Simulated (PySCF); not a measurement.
H4O4Ti, SMILES [OH][Ti]([OH])([OH])[OH], multiplicity 1.

Geometry: PBE-D3(BJ)/def2-SVP. The spin state was assumed, not searched. The isomer is the one that the SMILES or the coordinates give; other isomers of the formula were not compared. The values are those of a single conformer.

All values below come from PBE0/def2-TZVP run with PySCF.

Symmetry labels are those of the subgroup C2 that the program uses (full group S4).

### Question
List the valence orbital energies around the gap with their symmetry. (Estimate from the structure and the level; the computed values follow.)

### Answer

```csv
orbital,symmetry,energy (eV)
HOMO−7,A,-10.42
HOMO−6,A,-10.17
HOMO−5,A,-10.01
HOMO−4,B,-9.73
HOMO−3,B,-9.73
HOMO−2,B,-9.04
HOMO−1,B,-9.04
HOMO,A,-9.03
LUMO,A,-1.27
LUMO+1,A,-1.17
LUMO+2,B,-0.27
LUMO+3,B,-0.27
```
